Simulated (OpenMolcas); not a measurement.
# Cd II: effect of the IPEA shift

```
Program             : OpenMolcas
Basis               : ANO-RCC-VTZP [7s6p4d2f1g]
Scalar Hamiltonian  : DKH2, point nucleus
Active space        : 1 electron in 4 orbitals (5s 5p)
State averaging     : 2S+1 = 2 even, 1 root; 2S+1 = 2 odd, 3 roots
Spin-orbit coupling : state interaction with AMFI integrals over the reference wave functions, term energies averaged over their components
```

Methods on the same reference wave functions:
A. CASSCF
B. SS-CASPT2, IPEA 0 Eh, imaginary shift 0.1 Eh (closed shells correlated: 4d)
C. SS-CASPT2, IPEA 0.25 Eh, imaginary shift 0.1 Eh (closed shells correlated: 4d)

Energies in cm-1 above 5s 2S 1/2, the measured ground level; measured values from NIST Handbook of Basic Atomic Spectroscopic Data.

| Level | A | B | C | Measured |
| --- | --- | --- | --- | --- |
| 5s 2S 1/2 | 0.0 | 0.0 | 0.0 | 0.0 |
| 5p 2P* 1/2 | 40795 | 45301 | 45164 | 44136 |
| 5p 2P* 3/2 | 42561 | 47066 | 46930 | 46619 |

Deviations, from unrounded energies. A percentage is the sum of absolute deviations over the sum of measured energies, with the sign that they share, or ± where signs differ.

```
           Against measurement  Levels     A     B     C
mean absolute deviation (cm-1)       2  3700   810   670
      other configurations (%)       2  -8.2  +1.8  +1.5
```

C lies closest to measurement on these levels and A furthest from it. The largest miss of C in the table is 5p 2P* 1/2, by +1000 cm-1. The ranking rests on the paired levels alone, and a cruder setting can come out closer through cancelling errors.

Between B and C the level of the table that moves most is 5p 2P* 1/2, by 140 cm-1 (lowest in C, highest in B).

The lowest spin-free term lies below A's lowest term by 0.324 hartree in B, 0.322 hartree in C.

With one active electron the reference holds no correlation, so core polarisation is missing (holds for A). With one active electron, CASPT2 adds the correlation within the correlated inactive shells and between them and that electron, and leaves the splitting within a term as the reference gives it (holds for B; C). Computed and measured levels are paired by configuration, term and J; levels that our copy of the source lacks, or whose pairing is in doubt (as where it misses far off the trend of its configuration), stay unpaired and out of the deviations. Levels of configurations outside the active space are missing.

* marks odd parity.
